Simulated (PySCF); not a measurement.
TiFH3, SMILES [TiH3][F], multiplicity 1.

The structure is a stationary point at PBE0-D3(BJ)/def2-TZVP. The multiplicity is an assumed one; no other spin state was optimised. The structure was generated by enumeration; whether it is a known compound was not checked.

Level of theory: TDDFT-ωB97X/def2-TZVPD run with PySCF.

Vertical excitations; the highest root listed may be one member of a degenerate set. Gas-phase values at a fixed geometry. State labels are in the subgroup Cs.

| state | symmetry | energy (eV) | λ (nm) | f | main pairs |
|---|---|---|---|---|---|
| S1 | A" | 3.50 | 354 | 0.000 | HOMO−1→LUMO+1 48 %, HOMO→LUMO 47 % |
| S2 | A' | 3.70 | 335 | 0.000 | HOMO→LUMO+1 46 %, HOMO−1→LUMO 46 % |
| S3 | A" | 3.71 | 335 | 0.000 | HOMO→LUMO 46 %, HOMO−1→LUMO+1 46 % |
| S4 | A' | 4.05 | 306 | 0.006 | HOMO−1→LUMO 40 %, HOMO→LUMO+1 39 %, HOMO−1→LUMO+4 10 %, HOMO→LUMO+3 10 % |
| S5 | A" | 4.73 | 262 | 0.006 | HOMO−2→LUMO (degenerate set) |
| S6 | A' | 4.73 | 262 | 0.006 | HOMO−2→LUMO+1 (degenerate set) |
| S7 | A' | 4.90 | 253 | 0.004 | HOMO→LUMO+2 (degenerate set) |
| S8 | A" | 4.90 | 253 | 0.004 | HOMO−1→LUMO+2 (degenerate set) |
| S9 | A" | 5.07 | 245 | 0.000 | HOMO→LUMO+4 46 %, HOMO−1→LUMO+3 46 % |
| S10 | A" | 5.49 | 226 | 0.021 | HOMO−1→LUMO+3 39 %, HOMO→LUMO+4 39 %, HOMO−2→LUMO+4 12 % |
| T1 | A" | 3.21 | 387 | 0 | HOMO−1→LUMO+1 49 %, HOMO→LUMO 47 % |
| T2 | A' | 3.28 | 378 | 0 | HOMO→LUMO+1 47 %, HOMO−1→LUMO 46 % |
| T3 | A" | 3.29 | 377 | 0 | HOMO→LUMO 47 %, HOMO−1→LUMO+1 45 % |
| T4 | A' | 3.40 | 364 | 0 | HOMO−1→LUMO 47 %, HOMO→LUMO+1 46 % |
Triplets are in the Tamm–Dancoff approximation, which puts them higher than full response would, so one can lie above its singlet here.
